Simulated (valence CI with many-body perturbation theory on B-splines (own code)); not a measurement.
Sm⁵⁵⁺: E2, E3, M1, M2 decay

Calculated by relativistic CI+MBPT: five valence electrons over a frozen Dirac-Fock core [He], a basis of 9 s, 9 p, 8 d, 6 f, 3 g, 1 h functions for each j, with the one-electron correlation potential Σ1, the two-electron term Σ2, the three-electron term Σ3, Breit, model QED; selected CI, second order for the rest (own B-spline code, finite nucleus).

No measured spectrum was set against this ion. As an estimate, large intervals hold to a few tenths of a per cent, small ones and those within an open d or f shell to about a per cent. Among the levels kept, up to 1200 cm⁻¹ of a level comes from second order outside the variational space, and about a tenth of that is noise between levels of different J, which matters for small intervals.

Lines 1 to 47 of 47 in falling wavelength, among levels below 7407.0 eV, chosen from the decays that carry over 1 % of a level's rate. Wavelengths and rates use the calculated energies. Electric multipoles are in the length gauge, E1 and E2 with the static RPA response of the core. Weak lines are less certain than strong ones. Lines between different terms over intervals too small for the method are left out, as are lines whose strength nearly cancels. The highest levels of a list are the least certain.

Levels are named by their leading jj configuration (3d3/2^4 stands for four electrons in 3d with j = 3/2), which in mixed levels can hold well under half, so a name can repeat and another be missing. Letters in brackets count levels of one name in rising energy.

```tsv
λ vac (Å)	Upper	Lower	Type	A (s⁻¹)	Branch %
20.30	(2s^2 2p1/2 2p3/2^2) J=3/2	(2s^2 2p1/2^2 2p3/2) J=3/2	M1	2.22e+09	99.9
20.25	(2s^2 2p3/2^3) J=3/2	(2s^2 2p1/2 2p3/2^2) J=1/2	M1	5.47e+08	7.6
19.60	(2s^2 2p1/2 2p3/2^2) J=5/2	(2s^2 2p1/2^2 2p3/2) J=3/2	M1	3.73e+08	98.3
19.60	(2s^2 2p1/2 2p3/2^2) J=5/2	(2s^2 2p1/2^2 2p3/2) J=3/2	E2	6.31e+06	1.7
19.04	(2s^2 2p3/2^3) J=3/2	(2s^2 2p1/2 2p3/2^2) J=5/2	M1	6.49e+08	9.0
18.46	(2s^2 2p1/2 2p3/2^2) J=1/2	(2s^2 2p1/2^2 2p3/2) J=3/2	M1	1.33e+09	99.5
18.42	(2s^2 2p3/2^3) J=3/2	(2s^2 2p1/2 2p3/2^2) J=3/2	M1	2.62e+09	36.3
2.209	(2s^2 2p1/2 2p3/2 3d5/2) J=9/2	(2s 2p1/2 2p3/2^3) J=5/2	E2	6.98e+08	1.4
2.014	(2s^2 2p1/2 2p3/2 3p1/2) J=3/2 [a]	(2s^2 2p1/2 2p3/2^2) J=1/2	E2	9.31e+10	12.0
2.010	(2s^2 2p1/2 2p3/2 3p1/2) J=5/2	(2s^2 2p1/2 2p3/2^2) J=1/2	E2	1.71e+11	16.4
2.003	(2s^2 2p1/2 2p3/2 3p1/2) J=1/2	(2s^2 2p1/2 2p3/2^2) J=5/2	E2	1.93e+11	26.4
2.000	(2s^2 2p1/2 2p3/2 3p1/2) J=3/2 [b]	(2s^2 2p1/2 2p3/2^2) J=1/2	E2	7.47e+10	3.2
1.999	(2s^2 2p1/2^2 3p1/2) J=1/2	(2s^2 2p1/2^2 2p3/2) J=3/2	E2	9.07e+11	86.0
1.997	(2s^2 2p1/2 2p3/2 3p1/2) J=5/2	(2s^2 2p1/2 2p3/2^2) J=5/2	E2	5.17e+11	49.7
1.996	(2s^2 2p1/2 2p3/2 3p1/2) J=1/2	(2s^2 2p1/2 2p3/2^2) J=3/2	E2	2.88e+11	39.4
1.994	(2s^2 2p1/2 2p3/2 3p1/2) J=3/2 [a]	(2s^2 2p1/2 2p3/2^2) J=3/2	E2	5.63e+11	72.5
1.990	(2s^2 2p1/2 2p3/2 3p1/2) J=5/2	(2s^2 2p1/2 2p3/2^2) J=3/2	E2	1.28e+11	12.3
1.987	(2s^2 2p1/2 2p3/2 3p1/2) J=3/2 [b]	(2s^2 2p1/2 2p3/2^2) J=5/2	E2	5.09e+11	22.1
1.980	(2s^2 2p1/2 2p3/2 3p1/2) J=3/2 [b]	(2s^2 2p1/2 2p3/2^2) J=3/2	E2	2.93e+10	1.3
1.954	(2s^2 2p1/2 2p3/2 3p3/2) J=3/2 [a]	(2s^2 2p1/2 2p3/2^2) J=1/2	E2	2.63e+10	1.8
1.948	(2s 2p1/2^2 2p3/2 3p3/2) J=7/2	(2s 2p1/2^2 2p3/2^2) J=5/2	E2	2.90e+11	8.2
1.945	(2s 2p1/2^2 2p3/2 3p3/2) J=1/2 [b]	(2s 2p1/2^2 2p3/2^2) J=3/2	E2	5.19e+11	5.3
1.944	(2s^2 2p1/2 2p3/2 3p3/2) J=5/2 [b]	(2s^2 2p1/2 2p3/2^2) J=1/2	E2	1.79e+11	11.9
1.944	(2s^2 2p1/2 2p3/2 3p3/2) J=1/2 [a]	(2s^2 2p1/2 2p3/2^2) J=5/2	E2	9.17e+10	1.2
1.942	(2s^2 2p1/2 2p3/2 3p3/2) J=3/2 [a]	(2s^2 2p1/2 2p3/2^2) J=5/2	E2	1.99e+11	13.6
1.940	(2s^2 2p1/2 2p3/2 3p3/2) J=7/2	(2s^2 2p1/2 2p3/2^2) J=5/2	E2	3.12e+11	27.3
1.938	(2s^2 2p1/2^2 3p3/2) J=3/2	(2s^2 2p1/2^2 2p3/2) J=3/2	E2	4.53e+11	44.8
1.938	(2s^2 2p1/2 2p3/2 3p3/2) J=1/2 [a]	(2s^2 2p1/2 2p3/2^2) J=3/2	E2	2.45e+11	3.2
1.936	(2s^2 2p1/2 2p3/2 3p3/2) J=5/2 [a]	(2s^2 2p1/2 2p3/2^2) J=3/2	E2	2.30e+11	3.3
1.935	(2s^2 2p1/2 2p3/2 3p3/2) J=3/2 [a]	(2s^2 2p1/2 2p3/2^2) J=3/2	E2	1.03e+11	7.0
1.933	(2s^2 2p1/2 2p3/2 3p3/2) J=7/2	(2s^2 2p1/2 2p3/2^2) J=3/2	E2	3.59e+10	3.1
1.925	(2s^2 2p1/2 2p3/2 3p3/2) J=1/2 [b]	(2s^2 2p1/2 2p3/2^2) J=5/2	E2	4.88e+11	1.4
1.919	(2s 2p1/2^2 2p3/2 3p3/2) J=1/2 [b]	(2s 2p1/2^2 2p3/2^2) J=5/2	E2	1.66e+11	1.7
1.910	(2s 2p1/2^2 2p3/2 3d5/2) J=9/2	(2s 2p1/2^2 2p3/2^2) J=5/2	M2	1.69e+10	28.2
1.910	(2s 2p1/2^2 2p3/2 3d5/2) J=9/2	(2s 2p1/2^2 2p3/2^2) J=5/2	E3	9.67e+08	1.6
1.900	(2s^2 2p1/2 2p3/2 3d5/2) J=9/2	(2s^2 2p1/2 2p3/2^2) J=5/2	M2	1.67e+10	33.2
1.900	(2s^2 2p1/2 2p3/2 3d5/2) J=9/2	(2s^2 2p1/2 2p3/2^2) J=5/2	E3	1.03e+09	2.1
1.841	(2s 2p1/2^2 2p3/2 3d5/2) J=9/2	(2s^2 2p1/2 2p3/2^2) J=5/2	E2	1.64e+09	2.7
1.769	(2s^2 2p1/2 2p3/2 3p3/2) J=1/2 [a]	(2s^2 2p1/2^2 2p3/2) J=3/2	E2	1.55e+11	2.0
1.768	(2s^2 2p1/2 2p3/2 3p3/2) J=5/2 [a]	(2s^2 2p1/2^2 2p3/2) J=3/2	E2	1.26e+11	1.8
1.767	(2s^2 2p1/2 2p3/2 3p3/2) J=3/2 [a]	(2s^2 2p1/2^2 2p3/2) J=3/2	E2	4.01e+11	27.3
1.765	(2s^2 2p1/2 2p3/2 3p3/2) J=7/2	(2s^2 2p1/2^2 2p3/2) J=3/2	E2	4.35e+11	38.1
1.759	(2s^2 2p1/2 2p3/2 3p3/2) J=5/2 [b]	(2s^2 2p1/2^2 2p3/2) J=3/2	E2	3.05e+11	20.3
1.732	(2s^2 2p1/2 2p3/2 3d5/2) J=9/2	(2s^2 2p1/2^2 2p3/2) J=3/2	E3	2.10e+09	4.2
1.693	(2s 2p1/2^2 2p3/2 3d3/2) J=5/2 [a]	(2s^2 2p1/2^2 2p3/2) J=3/2	E2	8.81e+11	1.3
1.691	(2s 2p1/2^2 2p3/2 3d3/2) J=7/2	(2s^2 2p1/2^2 2p3/2) J=3/2	E2	1.19e+12	71.3
1.675	(2s 2p1/2^2 2p3/2 3d3/2) J=5/2 [b]	(2s^2 2p1/2^2 2p3/2) J=3/2	E2	8.35e+11	1.0
```
